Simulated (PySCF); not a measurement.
# Correlation energy of Ho³⁷⁺ (holmium, charge +37)

Starting occupation: [Ar] 3d10 4s2. Calculation: PySCF 2.14, in an even-tempered Gaussian basis (19 s from 1.7 bohr⁻², ratio 2.6; 15 p from 2.3 bohr⁻², ratio 2.6; 10 d from 2.3 bohr⁻², ratio 2.6; 6 f from 2.3 bohr⁻², ratio 2.8); X2C-1e with screened-nucleus spin-orbit coupling, Gaussian nucleus. Frozen: [Ar]; 12 electrons correlated; the 94 highest virtual spinors left out.

MP2 pair energies summed by pair of shells (mhartree):

```csv
pair,energy,share (%)
3d3/2-3d5/2,-188.40,35.6
3d5/2-3d5/2,-132.83,25.1
4s1/2-4s1/2,-61.51,11.6
3d3/2-3d3/2,-57.22,10.8
3d5/2-4s1/2,-53.82,10.2
3d3/2-4s1/2,-34.93,6.6
```

Total MP2 correlation energy: -528.71 mhartree.

The virtual space was cut to 68 spinors, which keep -507.59 of the -528.71 mhartree of MP2 correlation.

```csv
level,correlation energy (mhartree)
CCSD,-507.73
(T),-0.81
CCSD(T),-508.54
```

Diagnostics: T1 = 0.00019, largest double amplitude 0.066.

Cost of the coupled-cluster step: 130 s of wall time on 1 thread of Neoverse-V1 (shared host), for 12 occupied and 68 virtual spinors.

The coupled-cluster values are those of the cut space; adding the MP2 remainder, -21.12 mhartree, estimates the full space.

At this charge the one-electron X2C treatment keeps the bare 1/r₁₂, with no two-electron picture change or Breit term. The effect here is smaller than on the frozen 1s shell.
